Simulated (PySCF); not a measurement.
A structure optimised at ωB97X-D3(BJ)/def2-SVP, used in a PySCF frequency run:

```xyz
7

C      0.2624    -1.3854     0.0000
C     -0.1074     0.0206     0.0000
O     -1.2491     0.4326     0.0000
O      0.9609     0.8490     0.0000
H      1.3108    -1.6894     0.0000
H     -0.5393    -2.1252     0.0000
H      0.6044     1.7508     0.0000
```
Charge 0, spin multiplicity 2.

Question: Write its SMILES, formula and point group.

Answer: [CH2]C(=O)O, C₂H₃O₂, Cs

Question: What are its rotational constants (standard atomic weights)?

Answer: 11.736, 10.521, 5.5476 GHz
